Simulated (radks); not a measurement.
Results of a calculation; reference values are marked as such.
Mo, 42 electrons, occupied as [Kr] 4d5 7f1 (not the ground configuration). Code: a radial shooting solver on a logarithmic mesh with Libxc functionals. Model: scalar-relativistic Kohn-Sham, PBEsol, spin-unpolarised, spherical densities, point nucleus.

X-ray form factor f0, the Fourier transform of the density (f0(0) = 42):

sin(theta)/lambda (1/angstrom)  f0 (electrons)
0.05                                    40.314
0.1                                     38.442
0.15                                    35.950
0.2                                     33.285
0.25                                    30.730
0.3                                     28.415
0.4                                     24.618
0.5                                     21.781
0.6                                     19.573
0.8                                     16.009
1                                       12.949
1.25                                     9.891
1.5                                      7.832
2                                        5.805
